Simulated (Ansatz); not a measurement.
Wavefunction ladder for `O=COC[SiH3]`

```xyz
11

O    -1.190    1.142    1.574
C    -0.029    1.377    1.404
O     0.856    0.575    0.817
C     0.356   -0.689    0.342
Si   -0.193   -0.585   -1.469
H     0.479    2.299    1.718
H     1.183   -1.391    0.452
H    -0.471   -1.018    0.975
H    -1.237    0.455   -1.629
H     0.975   -0.250   -2.323
H    -0.728   -1.915   -1.862
```

Charge 0, multiplicity 1. The structure was optimised at the PBE0-D4/def2-TZVP level. It is one conformer, not always the lowest. Frozen core, restricted reference, the Gaussian-basis code of Ansatz. CBS rows extrapolate triple and quadruple zeta; past MP2 they add the triple-zeta difference.

```tsv
basis	HF (Eh)	MP2 corr.	CCSD corr.	(T)	CCSD(T) total
def2-TZVPP	-517.98592	?	-0.95481	?	?
def2-QZVPP	?	-0.98711	–	–	–
CBS(def2)	-518.00814	-1.03737	?	as TZ	?
```

(1) Fill in the withheld values. (An estimate is asked.)

Results:

(1) Computed: def2-TZVPP MP2 corr.: -0.91927; def2-TZVPP (T): -0.03915; def2-TZVPP CCSD(T) total: -518.97988; def2-QZVPP HF (Eh): -518.00545; CBS(def2) CCSD corr.: -1.07291; CBS(def2) CCSD(T) total: -519.12020.
